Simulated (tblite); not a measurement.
Record of a relaxation.

Compound: CH11PSSi4.
Atom-mapped SMILES: `[SiH3:1][Si@:2]1([SiH2:3][PH2:4])[SiH2:5][CH2:6][S:7]1` (hydrogens: H8, H9, H10 on Si1; H11, H12 on Si3; H13, H14 on P4; H15, H16 on Si5; H17, H18 on C6)

Computed with GFN2-xTB (tblite), gas phase: L-BFGS steps from a force-field or distance-geometry start until the largest atomic force falls under 0.01 eV/Å. 9 of its 166 geometries are shown.

Step 0: E = -553.2607 eV, largest atomic force 2.471 eV/Å
```
atom  x, y, z in Å  |  force x, y, z in eV/Å
Si1    -1.266   -1.260    1.431   -1.416  -1.061   1.339
Si2    -0.233   -0.370   -0.312    0.880  -0.433   0.224
Si3     1.771   -1.154   -0.810    1.486  -0.470  -1.659
P4      3.400   -0.176    0.293    0.620  -0.064   1.625
Si5    -0.604    1.784   -0.627    0.392   2.353   0.646
C6     -2.363    1.180   -0.922    0.114   0.260   0.254
S7     -1.608   -0.132   -1.944   -1.344  -0.987  -1.303
H8     -2.672   -0.780    1.396    0.186  -0.230   0.235
H9     -1.354   -2.733    1.308    0.034   0.225   0.179
H10    -0.733   -0.856    2.732    0.044  -0.066  -0.064
H11     1.853   -2.595   -0.555    0.203   0.128   0.051
H12     1.991   -0.900   -2.248    0.049  -0.294  -0.001
H13     3.397    1.259    0.155    0.339  -1.228  -0.696
H14     4.657   -0.733   -0.164   -1.094   1.049  -0.223
H15    -0.410    2.593    0.572   -0.080   0.519   0.074
H16    -0.016    2.335   -1.843   -0.160   0.142   0.061
H17    -2.999    1.855   -1.500   -0.132  -0.612   0.247
H18    -2.820    0.689   -0.032   -0.120   0.769  -0.987
```

Step 21: E = -554.9810 eV, largest atomic force 0.292 eV/Å
```
atom  x, y, z in Å  |  force x, y, z in eV/Å
Si1    -1.319   -1.380    1.566    0.169   0.084  -0.223
Si2    -0.124   -0.354   -0.243   -0.126   0.130   0.099
Si3     1.907   -1.233   -1.001   -0.083   0.053  -0.065
P4      3.309   -0.291    0.464    0.060   0.025   0.007
Si5    -0.598    1.982   -0.495   -0.028  -0.099   0.093
C6     -2.294    1.257   -1.010   -0.020  -0.147  -0.101
S7     -1.776   -0.354   -1.741   -0.066   0.038  -0.039
H8     -2.712   -0.930    1.563    0.001   0.043   0.021
H9     -1.375   -2.839    1.466    0.069  -0.039   0.024
H10    -0.718   -0.971    2.830    0.037  -0.026   0.148
H11     2.081   -2.663   -0.722   -0.040  -0.038  -0.016
H12     2.405   -1.038   -2.373   -0.059   0.007   0.040
H13     3.285    0.978   -0.082   -0.024  -0.062  -0.010
H14     4.453   -0.625   -0.227   -0.032   0.017   0.054
H15    -0.670    3.005    0.555   -0.055  -0.038   0.024
H16    -0.033    2.636   -1.683    0.034  -0.032   0.013
H17    -2.867    1.802   -1.755    0.088  -0.001  -0.037
H18    -2.964    1.026   -0.181    0.075   0.084  -0.032
```

Step 41: E = -555.0763 eV, largest atomic force 0.146 eV/Å
```
atom  x, y, z in Å  |  force x, y, z in eV/Å
Si1    -1.140   -1.387    1.686    0.069   0.054  -0.047
Si2    -0.148   -0.292   -0.174   -0.125  -0.073   0.016
Si3     1.803   -1.221   -1.043   -0.025  -0.029  -0.040
P4      3.189   -0.346    0.466    0.060   0.035   0.092
Si5    -0.669    1.997   -0.444    0.072   0.080   0.030
C6     -2.275    1.283   -1.210    0.045   0.129   0.008
S7     -1.796   -0.426   -1.670   -0.056  -0.008  -0.018
H8     -2.538   -0.947    1.733   -0.012  -0.072   0.059
H9     -1.091   -2.839    1.502   -0.050  -0.011   0.025
H10    -0.542   -1.082    2.988    0.037   0.027  -0.031
H11     1.908   -2.669   -0.820    0.006   0.011  -0.055
H12     2.277   -0.963   -2.413   -0.021  -0.032   0.051
H13     3.198    0.897   -0.124    0.023   0.077   0.031
H14     4.372   -0.691   -0.138    0.018  -0.058  -0.038
H15    -0.942    2.958    0.629   -0.047  -0.028   0.026
H16     0.135    2.713   -1.446   -0.075  -0.014  -0.036
H17    -2.648    1.790   -2.095    0.048  -0.028  -0.061
H18    -3.099    1.230   -0.498    0.032  -0.062  -0.011
```

Step 62: E = -555.1509 eV, largest atomic force 0.049 eV/Å
```
atom  x, y, z in Å  |  force x, y, z in eV/Å
Si1    -0.987   -1.446    1.843    0.019  -0.021  -0.022
Si2    -0.332   -0.298   -0.119    0.018  -0.023  -0.008
Si3     1.647   -1.155   -1.029   -0.026   0.015   0.024
P4      3.117   -0.450    0.505    0.032   0.026   0.027
Si5    -0.776    2.008   -0.392   -0.034  -0.001  -0.016
C6     -2.196    1.385   -1.521   -0.022  -0.031   0.003
S7     -1.939   -0.430   -1.641   -0.006   0.000   0.028
H8     -2.360   -1.190    2.286    0.010   0.011  -0.025
H9     -0.841   -2.895    1.672   -0.025   0.023  -0.005
H10    -0.091   -1.041    2.926    0.020   0.027   0.006
H11     1.753   -2.617   -0.959   -0.007  -0.036  -0.011
H12     2.088   -0.804   -2.386    0.025   0.027  -0.032
H13     3.248    0.822   -0.012   -0.012  -0.014   0.014
H14     4.245   -0.885   -0.150   -0.014  -0.017  -0.012
H15    -1.327    2.797    0.713    0.012   0.033   0.014
H16     0.117    2.876   -1.172    0.007  -0.016   0.038
H17    -2.188    1.785   -2.532   -0.012  -0.010   0.008
H18    -3.189    1.545   -1.106    0.018   0.006  -0.029
```

Step 82: E = -555.1576 eV, largest atomic force 0.036 eV/Å
```
atom  x, y, z in Å  |  force x, y, z in eV/Å
Si1    -0.942   -1.441    1.864    0.021  -0.006  -0.007
Si2    -0.354   -0.295   -0.107   -0.017  -0.006  -0.015
Si3     1.622   -1.129   -1.043    0.018  -0.007  -0.021
P4      3.099   -0.502    0.521   -0.002  -0.023   0.016
Si5    -0.826    2.006   -0.369   -0.004   0.004   0.022
C6     -2.187    1.378   -1.567    0.005  -0.004   0.000
S7     -1.999   -0.450   -1.584    0.022   0.023  -0.005
H8     -2.297   -1.166    2.346    0.010   0.000   0.008
H9     -0.810   -2.891    1.703   -0.024   0.004   0.002
H10     0.010   -1.015    2.889   -0.002   0.005   0.036
H11     1.712   -2.597   -1.036   -0.002   0.004  -0.011
H12     2.090   -0.729   -2.381   -0.008   0.014   0.008
H13     3.250    0.784    0.051   -0.002   0.001  -0.002
H14     4.209   -0.939   -0.162    0.004   0.005   0.001
H15    -1.421    2.791    0.719    0.006  -0.015  -0.024
H16     0.120    2.876   -1.077   -0.012   0.014  -0.010
H17    -2.083    1.730   -2.590    0.001  -0.019  -0.011
H18    -3.202    1.597   -1.246   -0.013   0.007   0.014
```

Step 103: E = -555.1680 eV, largest atomic force 0.067 eV/Å
```
atom  x, y, z in Å  |  force x, y, z in eV/Å
Si1    -0.861   -1.379    1.942    0.000   0.009   0.010
Si2    -0.352   -0.283   -0.082    0.032  -0.004   0.011
Si3     1.600   -1.065   -1.115   -0.008  -0.030   0.014
P4      3.061   -0.743    0.552    0.021   0.005  -0.005
Si5    -0.887    2.005   -0.381   -0.036  -0.034   0.045
C6     -2.154    1.322   -1.648   -0.011   0.004   0.008
S7     -2.031   -0.503   -1.506   -0.004  -0.011  -0.025
H8     -2.151   -0.984    2.512   -0.006  -0.002  -0.002
H9     -0.863   -2.837    1.805   -0.011   0.006  -0.011
H10     0.181   -1.016    2.902    0.015   0.009  -0.015
H11     1.669   -2.509   -1.391   -0.002   0.029   0.010
H12     2.080   -0.426   -2.352    0.008   0.012  -0.005
H13     3.209    0.607    0.310    0.007  -0.014   0.019
H14     4.185   -1.050   -0.177   -0.018   0.003  -0.007
H15    -1.586    2.706    0.702   -0.016  -0.001   0.008
H16     0.006    2.985   -1.008    0.027   0.000  -0.044
H17    -1.927    1.582   -2.679   -0.015   0.002  -0.023
H18    -3.189    1.594   -1.457    0.016   0.019   0.012
```

Step 124: E = -555.1765 eV, largest atomic force 0.043 eV/Å
```
atom  x, y, z in Å  |  force x, y, z in eV/Å
Si1    -0.877   -1.305    1.947    0.013  -0.010   0.005
Si2    -0.312   -0.284   -0.099   -0.007  -0.006  -0.009
Si3     1.658   -1.015   -1.132   -0.021  -0.014   0.035
P4      3.127   -0.939    0.558   -0.017   0.025  -0.007
Si5    -0.908    1.983   -0.416    0.002   0.006   0.011
C6     -2.204    1.262   -1.630    0.006   0.000  -0.017
S7     -1.965   -0.557   -1.549    0.013  -0.001   0.006
H8     -2.111   -0.769    2.531    0.009  -0.004  -0.003
H9     -1.038   -2.756    1.834    0.000   0.007   0.007
H10     0.217   -1.029    2.880   -0.004  -0.007  -0.027
H11     1.715   -2.413   -1.582   -0.006   0.011  -0.008
H12     2.158   -0.221   -2.267    0.008   0.001  -0.020
H13     3.216    0.439    0.572    0.000  -0.016   0.009
H14     4.236   -1.053   -0.245    0.013  -0.004   0.012
H15    -1.584    2.699    0.673    0.007   0.013  -0.020
H16    -0.036    2.938   -1.111   -0.014   0.004   0.004
H17    -2.061    1.560   -2.667   -0.001  -0.002   0.004
H18    -3.238    1.469   -1.368   -0.001  -0.002   0.017
```

Step 144: E = -555.1792 eV, largest atomic force 0.036 eV/Å
```
atom  x, y, z in Å  |  force x, y, z in eV/Å
Si1    -0.857   -1.305    1.933   -0.013   0.015   0.020
Si2    -0.310   -0.272   -0.110   -0.011  -0.014   0.003
Si3     1.666   -0.996   -1.132    0.012   0.000  -0.003
P4      3.110   -0.986    0.581    0.002   0.002  -0.010
Si5    -0.921    1.991   -0.434   -0.003   0.008  -0.001
C6     -2.224    1.251   -1.630    0.001   0.009   0.005
S7     -1.937   -0.561   -1.580   -0.013  -0.002  -0.006
H8     -2.051   -0.728    2.559    0.012   0.013   0.005
H9     -1.079   -2.748    1.852    0.009  -0.017  -0.030
H10     0.284   -1.063    2.817    0.008   0.000   0.005
H11     1.698   -2.381   -1.621    0.011   0.010   0.001
H12     2.185   -0.179   -2.245    0.008  -0.013   0.008
H13     3.201    0.389    0.653   -0.006   0.001   0.003
H14     4.239   -1.069   -0.200   -0.014  -0.005   0.008
H15    -1.594    2.742    0.633    0.011  -0.004  -0.006
H16    -0.045    2.927   -1.149   -0.013   0.000  -0.002
H17    -2.119    1.569   -2.664   -0.004  -0.004   0.002
H18    -3.256    1.426   -1.333    0.005   0.002  -0.001
```

Step 165: E = -555.1830 eV, largest atomic force 0.010 eV/Å
```
atom  x, y, z in Å  |  force x, y, z in eV/Å
Si1    -0.815   -1.280    1.909    0.006  -0.002   0.000
Si2    -0.298   -0.252   -0.146    0.001  -0.005  -0.007
Si3     1.696   -0.973   -1.139   -0.007   0.000   0.002
P4      3.057   -1.067    0.636    0.000   0.004  -0.002
Si5    -0.932    2.003   -0.487   -0.005   0.003  -0.008
C6     -2.280    1.233   -1.611    0.001   0.003  -0.001
S7     -1.935   -0.569   -1.601    0.005  -0.003   0.004
H8     -1.920   -0.630    2.622    0.000   0.007  -0.002
H9     -1.153   -2.697    1.781    0.000  -0.008   0.004
H10     0.391   -1.151    2.728   -0.003  -0.005  -0.001
H11     1.738   -2.332   -1.694    0.000  -0.002   0.003
H12     2.285   -0.117   -2.184   -0.001   0.002  -0.001
H13     3.140    0.303    0.786    0.002   0.003   0.007
H14     4.221   -1.108   -0.093   -0.002   0.000   0.000
H15    -1.561    2.785    0.583    0.004  -0.002   0.006
H16    -0.094    2.924   -1.265   -0.001  -0.001  -0.002
H17    -2.251    1.563   -2.647    0.001   0.001  -0.003
H18    -3.296    1.372   -1.249   -0.001   0.004   0.002
```

Question: Summarise the path.

Answer: The energy falls by 44.33 kcal/mol from step 0 to step 165; nine tenths of that is first reached at step 23. It falls at every step. The largest force goes from 2.471 to 0.010 eV/Å. Among the bonds Si2–Si5 changes most, from 2.208 to 2.367 Å; the atoms move by 0.953 Å rms after alignment.

Question: Follow the three bonds and two angles with the largest change from start to end.

Answer: 
| step | E above end (kcal/mol) | largest force (eV/Å) | Si2–Si5 (Å) | Si1–Si2 (Å) | Si2–Si3 (Å) | Si5–C6–S7 (°) | H13–P4–H14 (°) |
| --- | --- | --- | --- | --- | --- | --- | --- |
| 0 | 44.33 | 2.471 | 2.208 | 2.213 | 2.209 | 86.1 | 110.7 |
| 7 | 12.37 | 0.514 | 2.312 | 2.337 | 2.305 | 97.2 | 89.1 |
| 14 | 6.04 | 0.360 | 2.367 | 2.357 | 2.329 | 102.0 | 92.1 |
| 22 | 4.50 | 0.247 | 2.397 | 2.389 | 2.338 | 100.9 | 91.7 |
| 29 | 3.60 | 0.178 | 2.365 | 2.382 | 2.336 | 102.6 | 91.4 |
| 36 | 2.91 | 0.133 | 2.372 | 2.356 | 2.341 | 102.9 | 93.0 |
| 43 | 2.30 | 0.182 | 2.370 | 2.364 | 2.332 | 103.5 | 91.9 |
| 50 | 1.48 | 0.181 | 2.359 | 2.375 | 2.336 | 104.7 | 92.2 |
| 57 | 0.90 | 0.148 | 2.371 | 2.365 | 2.337 | 104.7 | 92.3 |
| 65 | 0.70 | 0.064 | 2.368 | 2.365 | 2.336 | 104.9 | 92.2 |
| 72 | 0.64 | 0.048 | 2.364 | 2.361 | 2.340 | 104.7 | 92.1 |
| 79 | 0.60 | 0.048 | 2.365 | 2.354 | 2.344 | 105.0 | 92.1 |
| 86 | 0.55 | 0.054 | 2.363 | 2.357 | 2.340 | 104.9 | 92.2 |
| 93 | 0.49 | 0.052 | 2.365 | 2.356 | 2.342 | 105.0 | 92.2 |
| 100 | 0.38 | 0.065 | 2.369 | 2.359 | 2.345 | 105.1 | 91.9 |
| 108 | 0.31 | 0.039 | 2.367 | 2.354 | 2.338 | 105.1 | 92.2 |
| 115 | 0.26 | 0.050 | 2.368 | 2.353 | 2.337 | 105.1 | 92.3 |
| 122 | 0.17 | 0.047 | 2.366 | 2.355 | 2.342 | 104.8 | 92.1 |
| 129 | 0.14 | 0.021 | 2.366 | 2.354 | 2.341 | 104.9 | 92.1 |
| 136 | 0.12 | 0.026 | 2.368 | 2.355 | 2.342 | 105.0 | 92.1 |
| 143 | 0.09 | 0.030 | 2.368 | 2.354 | 2.339 | 105.0 | 92.1 |
| 151 | 0.04 | 0.029 | 2.369 | 2.357 | 2.339 | 105.2 | 92.1 |
| 158 | 0.02 | 0.034 | 2.369 | 2.355 | 2.339 | 104.9 | 92.1 |
| 165 | 0.00 | 0.010 | 2.367 | 2.356 | 2.341 | 105.0 | 92.1 |

What follows is the cost of the whole relaxation. Hardware: one thread, Arm Neoverse N1 (aarch64) (shared host). Cost: 4.2 s.
